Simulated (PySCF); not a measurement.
## Telling settings apart by their effects on PBE0/aug-cc-pVDZ results

All runs: PySCF with density fitting, gas phase, non-relativistic, closed shells, each molecule at its own PBE0-D3(BJ)/def2-SVP geometry. Shieldings use GIAOs. All basis functions are spherical. Starting from PBE0/aug-cc-pVDZ, one thing was changed at a time: the basis to 6-31G*, the basis to def2-TZVP, the basis to IGLO-III, the basis to pcSseg-0.

Changes against PBE0/aug-cc-pVDZ in 7 molecules:

| molecule | changed to | mean 13C shielding (ppm) | mean 1H shielding (ppm) | HOMO energy (eV) |
| --- | --- | --- | --- | --- |
| C#C[C@H](F)CCF | 6-31G* | +1.2 | +0.71 | +0.35 |
| C#C[C@H](F)CCF | def2-TZVP | -12.7 | +0.17 | +0.02 |
| C#C[C@H](F)CCF | IGLO-III | -17.1 | +0.01 | -0.01 |
| C#C[C@H](F)CCF | pcSseg-0 | -9.7 | +1.24 | -0.15 |
| N#CC(C#N)O[SiH3] | 6-31G* | +4.3 | +0.62 | +0.16 |
| N#CC(C#N)O[SiH3] | def2-TZVP | -13.0 | +0.08 | -0.06 |
| N#CC(C#N)O[SiH3] | IGLO-III | -17.4 | -0.01 | -0.06 |
| N#CC(C#N)O[SiH3] | pcSseg-0 | -16.7 | +1.32 | +0.08 |
| C[C@@H](F)[C@@H]1C=C1F | 6-31G* | +2.5 | +0.70 | +0.31 |
| C[C@@H](F)[C@@H]1C=C1F | def2-TZVP | -12.0 | +0.18 | +0.02 |
| C[C@@H](F)[C@@H]1C=C1F | IGLO-III | -16.6 | +0.05 | -0.01 |
| C[C@@H](F)[C@@H]1C=C1F | pcSseg-0 | -9.3 | +1.20 | -0.25 |
| FC=C1CC(F)C1 | 6-31G* | +1.6 | +0.75 | +0.35 |
| FC=C1CC(F)C1 | def2-TZVP | -12.4 | +0.18 | +0.02 |
| FC=C1CC(F)C1 | IGLO-III | -17.2 | +0.04 | -0.01 |
| FC=C1CC(F)C1 | pcSseg-0 | -9.4 | +1.30 | -0.11 |
| C=C=CCC(F)F | 6-31G* | +1.6 | +0.86 | +0.26 |
| C=C=CCC(F)F | def2-TZVP | -14.2 | +0.18 | 0.00 |
| C=C=CCC(F)F | IGLO-III | -19.4 | +0.02 | -0.01 |
| C=C=CCC(F)F | pcSseg-0 | -12.9 | +1.38 | -0.13 |
| C=C[C@H](F)C(=C)F | 6-31G* | +2.9 | +0.82 | +0.37 |
| C=C[C@H](F)C(=C)F | def2-TZVP | -14.6 | +0.18 | +0.02 |
| C=C[C@H](F)C(=C)F | IGLO-III | -20.3 | +0.05 | -0.01 |
| C=C[C@H](F)C(=C)F | pcSseg-0 | -15.8 | +1.20 | -0.09 |
| C=C[C@@]1(F)C[C@@H]1F | 6-31G* | +1.7 | +0.76 | +0.36 |
| C=C[C@@]1(F)C[C@@H]1F | def2-TZVP | -12.4 | +0.16 | +0.02 |
| C=C[C@@]1(F)C[C@@H]1F | IGLO-III | -17.5 | +0.04 | -0.01 |
| C=C[C@@]1(F)C[C@@H]1F | pcSseg-0 | -10.3 | +1.18 | -0.13 |

For `C[C@@]1(F)CC=C1F` the PBE0/aug-cc-pVDZ run gave mean 13C shielding 113.3 ppm, mean 1H shielding 28.99 ppm, HOMO energy -7.51 eV. The changed runs lost their labels:

| run | mean 13C shielding (ppm) | mean 1H shielding (ppm) | HOMO energy (eV) |
| --- | --- | --- | --- |
| A | 100.6 | 29.16 | -7.49 |
| B | 114.6 | 29.71 | -7.19 |
| C | 96.0 | 29.03 | -7.51 |
| D | 101.2 | 30.24 | -7.72 |

**Question.** Which run belongs to which change?

**Answer.** A: def2-TZVP; B: 6-31G*; C: IGLO-III; D: pcSseg-0.

```tsv
run	change of mean 13C shielding (ppm), here / mean of the others	change of mean 1H shielding (ppm), here / mean of the others	change of HOMO energy (eV), here / mean of the others	next best match
A	-12.7 / -13.0	+0.17 / +0.16	+0.02 / +0.01	IGLO-III
B	+1.3 / +2.3	+0.72 / +0.75	+0.32 / +0.31	def2-TZVP
C	-17.3 / -17.9	+0.04 / +0.03	0.00 / -0.02	def2-TZVP
D	-12.1 / -12.0	+1.25 / +1.26	-0.21 / -0.11	6-31G*
```

Each run is given to the change whose mean effect on the other molecules lies nearest, every quantity measured in units of its scatter between molecules.

**Question.** Would one quantity have been enough? Give each run to the change with the nearest mean effect on that quantity alone.

**Answer.** mean 13C shielding: 4 of 4 runs rightly; mean 1H shielding: 4 of 4 runs rightly; HOMO energy: 3 of 4 runs rightly.

Only sets that this rule tells apart clearly are shown.
